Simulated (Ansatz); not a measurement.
C₂H₉AlSi₂ (`CC[SiH]1[AlH][SiH2]1`). Charge 0, multiplicity 1.

```csv
atom,x (Å),y (Å),z (Å)
C1,-2.251,-0.678,-0.571
C2,-1.217,0.440,-0.646
Si3,0.310,0.118,0.414
Al4,2.276,-1.229,0.674
Si5,2.374,1.184,0.550
H6,-3.122,-0.456,-1.193
H7,-2.605,-0.826,0.452
H8,-1.833,-1.629,-0.911
H9,-1.649,1.392,-0.319
H10,-0.880,0.591,-1.676
H11,-0.063,-0.015,1.868
H12,3.019,-2.620,0.859
H13,2.749,2.388,1.347
H14,2.892,1.340,-0.848
```

**Question.** What are the harmonic wavenumbers in cm⁻¹ at PBE0-D4/def2-TZVP (Ansatz, finite differences of forces, unscaled)? (An estimate is asked.)

**Answer.** Computed: 50, 70, 96, 211, 233, 260, 287, 332, 378, 432, 454, 527, 573, 587, 665, 697, 773, 904, 971, 985, 1045, 1242, 1255, 1404, 1444, 1491, 1494, 1905, 2107, 2152, 2187, 3043, 3050, 3093, 3112, 3123.

**Question.** Is this a minimum?

**Answer.** Yes, all 36 modes are real.

**Question.** Give the ideal-gas thermochemistry at 298.15 K and 1 bar (rigid rotor, harmonic oscillator; point group C1, symmetry number 1).

**Answer.** Zero-point energy 255.0 kJ/mol; H(298) − E = 282.5 kJ/mol; entropy 398.1 J/(mol·K), of which translation 168.2, rotation 119.0, vibration 110.9; G(298) − E = 163.8 kJ/mol. Modes under 100 cm⁻¹ are hindered rotations or soft bends, so the harmonic entropy is rough.

**Question.** And at 400, 500, 600, 800 and 1000 K?

**Answer.** 
| T (K) | H − E (kJ/mol) | S (J/mol/K) | G − E (kJ/mol) |
| --- | --- | --- | --- |
| 400 | 298.8 | 444.9 | 120.8 |
| 500 | 317.2 | 485.9 | 74.2 |
| 600 | 337.5 | 523.0 | 23.7 |
| 800 | 382.9 | 588.1 | -87.6 |
| 1000 | 433.1 | 644.0 | -210.9 |

**Question.** Rotational constants (cm⁻¹)?

**Answer.** 0.1395, 0.04293, 0.0346.
